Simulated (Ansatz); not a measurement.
`N[SiH2][Si](N)(O)O` + H₂S → `N[SiH2]S` + `N[SiH](O)O`  (cleavage of the Si–Si bond)

Computed with Ansatz on PBE0-D4/def2-TZVP structures; ΔE is electronic, products minus reactants. CCSD(T)/CBS adds triple-zeta CCSD(T) − MP2 to the extrapolated MP2 energy (def2 sets, frozen cores). This one scheme is used for every species. DFT in def2-TZVPP. B3LYP here is the variant with VWN-RPA as its local correlation; programs differ in this. One conformer a species, not always the lowest.

(1) Is it downhill or uphill in electronic energy at CCSD(T)/CBS, and by how much? (Estimate.)

(2) What do these levels give: B3LYP-D4, B2PLYP, r2SCAN, B3LYP, CCSD(T)/def2-TZVPP, HF/def2-QZVPP? (Best estimate.)

Largest T1 diagnostic among the species: 0.012.

## Answers

(1) Computed: Downhill: ΔE = -80.1 kJ/mol.

(2) The calculation gave: B3LYP-D4 -73.4, B2PLYP -82.8, r2SCAN -80.4, B3LYP -80.5, CCSD(T)/def2-TZVPP -77.1, HF/def2-QZVPP -94.2 kJ/mol.

From PBE to PBE0 (25 % exact exchange), in def2-TZVPP and without D4, ΔE moves by −5.6 kJ/mol. In def2-TZVPP, CCSD(T) changes the Hartree–Fock value by +16.4 kJ/mol (the triples alone add +1.6 kJ/mol) and MP2 by +7.1 kJ/mol. The D4 term adds +7.0 kJ/mol with B3LYP and +4.5 kJ/mol with PBE0; it sums over pairs of atoms, weighted by their polarisabilities, and B3LYP, whose exchange is more repulsive, gets the larger term.
